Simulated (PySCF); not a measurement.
Correlation energy of Al³⁺ (aluminium, charge +3)

[Ne], closed-shell 1S. Computed with PySCF 2.14 in dyall-acv3z, with scalar relativity by spin-free X2C-1e. Frozen: 1s2; 8 electrons correlated; the 15 highest virtual orbitals of each spin left out.

```tsv
level	correlation energy (mhartree)
CCSD	-275.93
(T)	-2.00
CCSD(T)	-277.93
```

Diagnostics: T1 = 0.0016, D1 = 0.0024, largest double amplitude 0.010.

Problem. Is a single reference adequate?

Solution. Yes: T1 lies below 0.03 and no double amplitude reaches 0.07.
